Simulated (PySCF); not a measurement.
**Unknowns**

One computed conformer, gas phase, relativity neglected, averaged over atoms made equivalent by symmetry, fast rotation or ring inversion. Shieldings: GIAO PBE0/pcSseg-1; GFN2-xTB structure; PySCF 2.14.

Chemical shifts δ = σref − σ; 1H (σref 31.72), 13C (σref 186.93) vs TMS, all at this level. Splittings of carbon signals by F and P are missing where no couplings were computed. Where no couplings were computed, multiplicities follow the n + 1 count of equivalent neighbours, and m marks all less simple cases (inequivalent or close neighbours, rings, F or P nearby). Shifts are as computed. Against solution values, carbons near 30 ppm lie about +3 ppm off and those near 130 ppm about +5 ppm. Of 1211 compounds with measured shifts, 218 miss one by over three times the rms of a fit or turn the order of signals round; such compounds aren't used in these exercises.

Task: C8H13NSi. 1H NMR (300 MHz, computed): δ 8.93 (d, 2H), 7.41 (d, 2H), 0.29 (s, 9H). 13C{1H} NMR (computed): δ 155.0 (C), 154.8 (CH), 132.8 (CH), -1.1 (CH3). What is it?

Result: `C[Si](C)(C)c1ccncc1`. Rings plus π bonds: 4 (1 ring in the answer). 4 carbon signals for 8 carbons: some carbons are equivalent by symmetry or fast rotation. Carbon types of the structure: 1 × C, 4 × CH, 3 × CH3, which accounts for all hydrogens. δC 155.0: substituted aromatic carbon. δC 154.8: aromatic CH next to a ring nitrogen; the adjacent pyridine-type nitrogen withdraws density from it. δC 132.8: aromatic CH; the aromatic region. δH 8.93: hydrogen on an aromatic CH next to a ring nitrogen; ring current plus the neighbouring ring nitrogen.

The shifts were computed for this structure.

Task: C7H13OP. 1H NMR (300 MHz, computed): δ 8.73 (m, 1H), 2.49 (m, 3H), 1.22 (m, 9H). 13C{1H} NMR (computed): δ 181.3, 160.0, 42.0, 27.8, 19.9. Give a structure.

Result: SMILES CC1=C[P@]1(=O)C(C)(C)C. 5 carbon signals for 7 carbons: some carbons are equivalent by symmetry or fast rotation. Carbon types of the structure: 2 × C, 1 × CH, 4 × CH3, which accounts for all hydrogens. δC 181.3: fully substituted alkene carbon. δC 160.0: alkene CH; the olefinic region. δC 27.8: methyl carbon; a saturated carbon with 1 carbon neighbour and no heteroatom attached. δH 8.73: hydrogen on an alkene CH.

This is the structure that produced the data.
